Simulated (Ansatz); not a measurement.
Cartesian coordinates in Å:
```
O 0.876 1.861 -1.068
Si 0.057 1.458 0.310
Si -0.604 -0.789 0.076
O -0.381 -1.711 1.422
O 0.389 -1.212 -1.182
H 1.135 1.104 -1.601
H -1.082 2.397 0.485
H 0.933 1.599 1.513
H -2.019 -1.060 -0.283
H 0.427 -1.576 1.921
H 0.269 -2.071 -1.592
```

Total charge 0; spin multiplicity 1.

Problem. List the B3LYP/def2-TZVPP orbital energies in eV (Ansatz). (An estimate is asked.)

Solution. Computed: Occupied: -1799.79, -1799.23, -520.94, -520.81, -520.45, -144.18, -143.71, -99.54, -99.51, -99.48, -99.05, -99.01, -99.01, -27.97, -27.49, -27.30, -16.14, -15.16, -14.71, -12.71, -11.67, -11.09, -10.66, -10.35, -10.23, -9.37, -9.23, -8.43, -7.53. Lowest empty: -0.67, -0.32, 0.96, 1.01, 1.29, 1.78, 2.19, 2.69.

B3LYP here is the variant with VWN-RPA as its local correlation; programs differ in this.
